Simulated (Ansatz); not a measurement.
A CCSD(T) single point on F2GeH4Si (`[F][GeH]([F])[SiH3]`).

```yaml
crystal:
  periodic: [false, false, false]
  atoms:
    - {symbol: F, position_ang: [1.562522, -0.930982, 1.455002]}
    - {symbol: Ge, position_ang: [1.140910, -0.039084, 0.027475]}
    - {symbol: F, position_ang: [1.666566, 1.578360, 0.371916]}
    - {symbol: Si, position_ang: [-1.237339, -0.027240, -0.173515]}
    - {symbol: H, position_ang: [2.060870, -0.558789, -1.088354]}
    - {symbol: H, position_ang: [-1.695832, -1.423768, -0.376118]}
    - {symbol: H, position_ang: [-1.602805, 0.805532, -1.345909]}
    - {symbol: H, position_ang: [-1.802792, 0.538970, 1.073703]}
basis:
  gaussian: {orbitals: def2-TZVPP}
correlation: {method: ccsd_t}
output: {orbitals: {seedname: orbitals}}
```

```sh
$ ansatz run in.yaml --threads 4 --pin off --events-out ev --progress --plain --max-ram 10444MiB
```

The program prints (abridged):

```
Functional definition: HF
1279 factors; integrals over basis functions are off by at most 1.0e-3 eV
mean field evaluation 1: about -69812.3791 eV, gradient 4.1e1 eV
mean field evaluation 2: about -69812.5234 eV, gradient 4.1e1 eV
mean field evaluation 4: about -69815.8791 eV, gradient 3.0e0 eV
mean field evaluation 8: about -69815.9391 eV, gradient 3.4e-1 eV
mean field evaluation 16: about -69815.9394 eV, gradient 1.7e-6 eV
mean field -69815.93936785 eV, -2565.6884488251 hartree, gradient 1.7e-6 eV, S^2 0.000000; 0 other end points of the search recorded, 0 dependent functions left out
16 core orbitals not correlated: weight in the atoms' cores, before any rotation towards them, 1.000 or more for the frozen orbitals, at most 0.000 for the correlated occupied ones
reference -69815.93936785 eV, -2565.6884488251 hartree; 18, 18 occupied and 174, 174 virtual orbitals, 1279 factors
second order -23.91440406 eV of doubles, -0.00000000 eV of singles
cycle   1  -23.82395188 eV  change    9.0e-2 eV  update   1.2e-1
cycle   2  -24.46602572 eV  change   -6.4e-1 eV  update   3.6e-2
cycle   3  -24.61301951 eV  change   -1.5e-1 eV  update   1.9e-2
cycle   4  -24.59407503 eV  change    1.9e-2 eV  update   4.2e-3
cycle   5  -24.59089658 eV  change    3.2e-3 eV  update   1.8e-3
cycle   6  -24.59217586 eV  change   -1.3e-3 eV  update   5.1e-4
cycle   7  -24.59199624 eV  change    1.8e-4 eV  update   1.9e-4
cycle   8  -24.59185456 eV  change    1.4e-4 eV  update   5.4e-5
cycle   9  -24.59186588 eV  change   -1.1e-5 eV  update   2.1e-5
perturbative correction -0.76394404 eV, -0.0280744258 hartree
Total energy: -69841.29517778 eV, -2566.6202576531 hartree
```

Hardware: 4 threads of an Arm Neoverse V1 on a shared host. Wall time 89 s, peak host memory 2.9 GiB.

MP2 recovers 94.3 % of the CCSD(T) correlation energy and the triples give 3.0 %; T1 = 0.0128.
